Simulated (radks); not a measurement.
Task: Species: Re3+. Configuration: [Xe] 4f14 5d4 (the NIST ground configuration). Method: Dirac Kohn-Sham, PBE, spin-unpolarised, spherical densities, finite nucleus; open shells fill j = l - 1/2 first; Fermi nuclear charge, rms radius 5.3698 fm; computed with a radial shooting solver on a logarithmic mesh with Libxc functionals. Some entries of the table are withheld. Estimate them.

orbital  occ.  eigenvalue (eV)  <r> (bohr)
1s1/2       2        -71561.64     0.01804
2s1/2       2              (1)     0.07559
2p1/2       2              (2)     0.06246
2p3/2       4              (3)     0.07054
3s1/2       2        -2898.671         (4)
3p1/2       2        -2660.526      0.1870
3p3/2       4        -2347.891      0.2019
3d3/2       4        -1947.019         (5)
3d5/2       6        -1879.153         (6)
4s1/2       2        -628.0913      0.4405
4p1/2       2        -528.6214      0.4450
4p3/2       4        -455.6895      0.4784
4d3/2       4        -292.1803      0.4934
4d5/2       6        -278.7034      0.5048
5s1/2       2        -114.2414       1.035
5p1/2       2         -84.0695       1.131
5p3/2       4         -72.9605       1.228
4f5/2       6         -72.9344      0.5755
4f7/2       8         -70.4206      0.5842
5d3/2       4         -33.3871         (7)
5d5/2       0         -32.2890         (8)

Result: 
(1) 2s1/2 eigenvalue (eV): -12423.62
(2) 2p1/2 eigenvalue (eV): -11891.44
(3) 2p3/2 eigenvalue (eV): -10451.83
(4) 3s1/2 <r> (bohr): 0.1969
(5) 3d3/2 <r> (bohr): 0.1765
(6) 3d5/2 <r> (bohr): 0.1811
(7) 5d3/2 <r> (bohr): 1.660
(8) 5d5/2 <r> (bohr): 1.705
